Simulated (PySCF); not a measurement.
**C₆ coefficients of unlike pairs at PBEsol**

Calculated with PySCF 2.14 from the dipole response of each species, C₆(A,B) = (3/π) ∫ α_A(iu) α_B(iu) du, in atomic units, from isotropic polarisabilities. For ions this is the dispersion term alone; charge-induced terms of lower order in 1/R come first.

```tsv
species	configuration	basis	relativity	α (bohr³)	C₆ (like pair)
O²⁺	[He] 2s2 2p2 (3P)	aug-cc-pVQZ (6s5p4d3f2g)	none	1.747	2.348
Os²⁺	[Xe] 4f14 5d6 (5D)	aug-cc-pVTZ-PP with ECP60MDF (6s6p5d3f2g)	core potential	12.01	75.88
As³⁺	[Ar] 3d10 4s2 (1S)	def2-QZVPPD (12s7p5d4f1g)	none	7.191	22.71
Mg²⁺	[Ne] (1S)	aug-cc-pCVQZ (10s9p7d5f3g)	none	0.5025	0.6052
```

Problem. Estimate C₆ for Mg²⁺ with O²⁺.

Solution. The integral gives 1.070. The combination rule 2 C_A C_B / (C_A α_B/α_A + C_B α_A/α_B) gives 1.022 and the geometric mean 1.192.

No spin-orbit coupling is included.

The other pairs:

```json
{"pair": "Mg²⁺, As³⁺", "C₆": "2.935"}
{"pair": "As³⁺, Os²⁺", "C₆": "41.14"}
{"pair": "As³⁺, O²⁺", "C₆": "7.066"}
{"pair": "Mg²⁺, Os²⁺", "C₆": "5.686"}
{"pair": "Os²⁺, O²⁺", "C₆": "13.22"}
```
